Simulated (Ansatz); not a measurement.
Isomers of CH6GeOSn, relaxed with PBE0-D4/def2-TZVP in Ansatz; electronic energies, one conformer each and not always the lowest. Functionals use def2-TZVPP; CBS adds triple-zeta CCSD(T) − MP2 to the MP2 limit of def2-TZVPP and def2-QZVPP.

Elements past krypton have def2 core potentials. Outer-core shells of Ge, Sn are correlated without core-valence functions. Scalar relativity is left out up to krypton. Spin–orbit coupling is left out.

Q: Order them by energy at frozen-core CCSD(T)/CBS, lowest first. (An estimate is asked.)
A. `[SnH3][CH]1[O][GeH2]1`
B. `[SnH3][GeH]1[CH2][O]1`
C. `O=[CH][SnH2][GeH3]`

A: C (0.0 kcal/mol), B (3.9 kcal/mol), A (21.3 kcal/mol).

Q: How do PBE-D4, PBE0-D4, B3LYP-D4, B3LYP place them (kcal/mol, against `O=[CH][SnH2][GeH3]`)? (An estimate is asked.)

A: The calculation gave: 
| isomer | PBE-D4 | PBE0-D4 | B3LYP-D4 | B3LYP |
| --- | --- | --- | --- | --- |
| `[SnH3][GeH]1[CH2][O]1` | 4.3 | 4.2 | 7.6 | 7.9 |
| `[SnH3][CH]1[O][GeH2]1` | 23.6 | 23.6 | 26.7 | 27.6 |

B3LYP here is the variant with VWN-RPA as its local correlation; programs differ in this.
